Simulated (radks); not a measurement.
The numbers below are computed, except where a source is named.
Question: Sm IV, 59 electrons, occupied as [Kr] 4d10 4f5.25 5s1.75 5p6 (fractional occupations, a model configuration). Level of theory: Dirac Kohn-Sham, PBE, spin-unpolarised, spherical densities, point nucleus; open shells are shared between the two j in proportion to 2j + 1 (a radial shooting solver on a logarithmic mesh with Libxc functionals).

Spin-orbit splittings of the eigenvalues, e(l+1/2) - e(l-1/2), with zeta = 2 splitting/(2l+1) and mean radii in bohr:

| shell | occ. | splitting (eV) | zeta (eV) | <r> j=l-1/2 | <r> j=l+1/2 |
|---|---|---|---|---|---|
| 2p | 6 | 602.8 | 401.9 | 0.08073 | 0.08736 |
| 3p | 6 | 122.1 | 81.38 | 0.2442 | 0.2569 |
| 3d | 10 | ? | ? | 0.2286 | 0.2326 |
| 4p | 6 | 26.87 | 17.91 | 0.5925 | 0.6213 |
| 4d | 10 | 4.816 | 1.926 | 0.6627 | 0.6728 |
| 4f | 5.25 | 0.5927 | 0.1694 | 0.9095 | 0.9201 |
| 5p | 6 | 3.898 | 2.599 | 1.532 | 1.612 |
| 5d | 0 | 0.3969 | 0.1587 | 2.197 | 2.230 |
| 6p | 0 | 0.7354 | 0.4902 | 3.638 | 3.774 |

Estimate the 3d splitting.

Answer: 26.50 eV (zeta = 10.60 eV).
